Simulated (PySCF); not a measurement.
Isomers of C7H10OS. Method: PySCF 2.14.0, PBE0-D3(BJ)/def2-SVP geometry optimisation, gas phase. Energies are electronic, without zero-point or thermal terms, for one conformer each. No frequencies were run at this level. Point groups hold within 0.08 Å.

Problem. Rank from lowest to highest electronic energy at this level (kcal/mol).
A. `[CH2:1]=[CH:2][C@@H:3]1[CH:4]=[CH:5][S@@:6](=[O:7])[CH2:8][CH2:9]1` with C1–C2–C3–C4 -118°, C2–C3–C4–C5 -128°, C4–C5–S6–O7 -133°, C5–S6–C8–C9 55°, S6–C8–C9–C3 -71°
B. `[CH3:1][CH:2]([CH3:3])[O:4][c:5]1[cH:6][cH:7][s:8][cH:9]1` with C1–C2–O4–C5 72°, C2–O4–C5–C6 13°

Solution. B (0.0), A (52.4).

As drawn, the lower has an aromatic ring, which the higher lacks; the higher has an S=O bond and a C=C bond outside aromatic rings, which the lower lacks.

| SMILES | E (Eh) | E rel (kcal/mol) | dipole (D) | point group | A, B, C (MHz) |
| --- | --- | --- | --- | --- | --- |
| CC(C)Oc1ccsc1 | -745.25655 | 0.0 | 1.92 | C1 | 3890, 727.5, 669.7 |
| C=C[C@@H]1C=C[S@@](=O)CC1 | -745.17309 | 52.4 | 4.62 | C1 | 3948, 778.6, 696.1 |

Problem. How do the relative energies change in single points at PBE0/pcSseg-1 (no added dispersion term) on the same geometries?

Solution. 
```tsv
SMILES	PBE0-D3(BJ)/def2-SVP (kcal/mol)	PBE0/pcSseg-1 (kcal/mol)	shift
CC(C)Oc1ccsc1	0.0	0.0	0.0
C=C[C@@H]1C=C[S@@](=O)CC1	52.4	47.6	-4.8
```

Each column counts from its own lowest isomer. The order is unchanged; the largest shift is 4.8 kcal/mol.
